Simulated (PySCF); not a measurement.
Assigning NMR signals

Atom-mapped SMILES (the numbers label the heavy atoms): `[CH3:1][CH:2]([CH3:3])[C@@H:4]([SiH3:5])[C:6]([NH2:7])=[O:8]`; H(Xn) means a hydrogen on atom n. Ha(N7) is cis to the C=O or C=S heteroatom; Hb(N7) is trans to the C=O or C=S heteroatom.

PySCF 2.14.0 with density-fitted response routines calculation with coordinates at the GFN2-xTB level and PBE0/pcSseg-1 with gauge-including orbitals; no solvent model, non-relativistic Hamiltonian, single conformer, averaged over atoms made equivalent by symmetry, fast rotation or ring inversion.

Referencing at the same level of theory: ¹³C (186.93 ppm) and ¹H (31.72 ppm) vs TMS.

**Question.** Assign these signals to the numbered atoms. ¹³C{¹H} NMR (computed): δ 177.4, 43.2, 32.6, 26.1, 24.0.

**Answer.** 
| δ (ppm) | atoms | environment | reason |
| --- | --- | --- | --- |
| 177.4 | C6 | amide carbonyl carbon | it is a carbonyl in resonance with an O or N lone pair, the region of acids, esters and amides |
| 43.2 | C4 | sp3 CH bonded to Si, α to a carbonyl | the adjacent C=O deshields it moderately |
| 32.6 | C2 | sp3 CH | a saturated carbon with 3 carbon neighbours and no heteroatom attached |
| 26.1 | C3 | methyl carbon | aliphatic region, no heteroatom directly attached |
| 24.0 | C1 | methyl carbon | – |

**Question.** Assign these signals to the numbered atoms. ¹H NMR (500 MHz, computed): δ 4.72 (br, 1H), 4.44 (br, 1H), 3.95 (d, 3H), 2.36 (m, 1H), 1.16 (m, 1H), 1.00 (d, 3H), 1.00 (d, 3H).

**Answer.** 
4.72 → Hb(N7), hydrogen on an amide-type nitrogen: labile proton, position sensitive to the medium
4.44 → Ha(N7), hydrogen on an amide-type nitrogen
3.95 → H(Si5), hydrogen on a silicon bonded to C
2.36 → H(C2), hydrogen on an sp3 CH
1.16 → H(C4), hydrogen on an sp3 CH bonded to Si, α to a carbonyl
1.00 → H(C1), hydrogen on a methyl carbon: far from electronegative atoms and π systems
1.00 → H(C3), hydrogen on a methyl carbon

H(C1) and H(C3) lie closer than the usual error of such a calculation, so a measured spectrum could show them in the other order.

Exchangeable OH/NH protons stand at their gas-phase positions; hydrogen bonding in a real sample shifts them, mostly to higher δ. The two substituents on the amide-type nitrogen aren't averaged: C–N rotation is slow on the NMR time scale. Shifts are as computed. Against solution values, carbons near 30 ppm lie about +3 ppm off and those near 130 ppm about +5 ppm. Of 1211 compounds with measured shifts, 218 miss one by over three times the rms of a fit or turn the order of signals round; such compounds aren't used in these exercises. Hydrogen bonding in solution deshields acid and N–H amide carbonyl carbons by as much as 10 ppm beyond these values. Multiplicities follow the n + 1 count of equivalent neighbours, as no J values were calculated; m marks all less simple cases, F and P coupling included.
